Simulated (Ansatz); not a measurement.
Input file:

```yaml
crystal:
  periodic: [false, false, false]
  atoms:
    - { symbol: S, position_ang: [-1.816, 1.2402, -1.4832] }
    - { symbol: B, position_ang: [-0.6129, 0.4441, -0.3738] }
    - { symbol: Si, position_ang: [1.205, 0.406, 0.4222] }
    - { symbol: Si, position_ang: [-0.0655, -1.0481, 0.8802] }
    - { symbol: H, position_ang: [-1.4337, 0.5335, -2.6272] }
    - { symbol: H, position_ang: [1.4089, 1.5122, 1.4044] }
    - { symbol: H, position_ang: [2.2757, 0.0981, -0.5819] }
    - { symbol: H, position_ang: [-0.8393, -0.9161, 2.1426] }
    - { symbol: H, position_ang: [-0.0336, -2.3162, 0.1996] }
basis:
  gaussian: { orbitals: STO-3G }
hamiltonian:
  xc: r2scan
relax:
  f_tol: 0.015
  max_steps: 40
```

Run as:

```bash
$ ansatz run input.yaml --threads 1 --pin off --max-ram 2048MiB --backend cpu --events-out ev --progress --plain --runs-dir out
```

Hardware: 1 thread of Arm Neoverse V1 (shared host).

Q: Roughly how long does this run take, and how much memory?

A: 56 s, with a peak of 0.14 GiB, for 17 ionic steps.
